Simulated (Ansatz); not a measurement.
Reactions of ClH5OSi2, SMILES `O[SiH2][SiH2]Cl`.

Calculated with Ansatz (gas phase, PBE0-D4/def2-TZVP geometries, no zero-point term in ΔE). CCSD(T)/CBS is the MP2 limit (def2-TZVPP, def2-QZVPP) plus CCSD(T) − MP2 in def2-TZVPP, frozen cores. This one scheme is used for every species. For Ga, Ge outer-core shells are correlated without core-valence functions, which leaves a few kJ/mol of doubt a bond. Scalar relativity is left out up to krypton. One conformer a species, not always the lowest.

Question: Order these by ΔE at CCSD(T)/CBS, lowest first. (Estimate.)
A. `O[SiH2][SiH2]Cl` + `[NH2][GaH2]` → `[NH2][GaH][SiH2]O` + `[SiH3]Cl`
B. `O[SiH2][SiH2]Cl` + `C[SiH2]O` → `O[SiH2]C[SiH2]O` + `[SiH3]Cl`
C. `O[SiH2][SiH2]Cl` + `O[SiH3]` → `O[SiH2][SiH2][SiH2]Cl` + H₂O
D. `O[SiH2][SiH2]Cl` + `S[SiH](Cl)Cl` → `O[SiH2]S[SiH](Cl)Cl` + `[SiH3]Cl`
E. `O[SiH2][SiH2]Cl` + `[OH][GeH3]` → `Cl[SiH2][O][GeH3]` + `O[SiH3]`

Answer: E (-1.35 eV), D (-0.92 eV), B (-0.33 eV), A (-0.16 eV), C (+0.79 eV).

Largest T1 diagnostic: 0.014, for `[NH2][GaH2]`.
